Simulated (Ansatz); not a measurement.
`N[SiH2][SiH2]CO` + `O[SiH](F)[SeH]` → `OC[SiH2][SeH]` + `N[SiH2][SiH](O)F`  (redistribution)

Calculated with Ansatz (gas phase, PBE0-D4/def2-TZVP geometries, no zero-point term in ΔE). CCSD(T)/CBS adds triple-zeta CCSD(T) − MP2 to the extrapolated MP2 energy (def2 sets, frozen cores). Functionals use def2-TZVPP. B3LYP here is the variant with VWN-RPA as its local correlation; programs differ in this. For Se outer-core shells are correlated without core-valence functions, which leaves a few kJ/mol of doubt a bond. Scalar relativity is left out up to krypton. Each species was taken in one conformer, which may not be the lowest.

**Question.** Is it downhill or uphill in electronic energy at CCSD(T)/CBS, and by how much? (Estimate.)

**Answer.** The calculation gave: Uphill: ΔE = +13.4 kJ/mol.

**Question.** What do these levels give: B3LYP-D4, ωB97M-V, B2PLYP, r2SCAN, PBE0, B3LYP, HF/def2-TZVPP, SCS-MP2/def2-TZVPP, CCSD/def2-TZVPP, HF/def2-QZVPP, SCS-MP2/def2-QZVPP, MP2/CBS(def2)? (An estimate is asked.)

**Answer.** Computed: B3LYP-D4 12.8, ωB97M-V 12.9, B2PLYP 13.7, r2SCAN 17.4, PBE0 15.1, B3LYP 14.1, HF/def2-TZVPP 12.7, SCS-MP2/def2-TZVPP 12.8, CCSD/def2-TZVPP 13.6, HF/def2-QZVPP 13.0, SCS-MP2/def2-QZVPP 12.5, MP2/CBS(def2) 12.8 kJ/mol.

Largest T1 diagnostic among the species: 0.012.
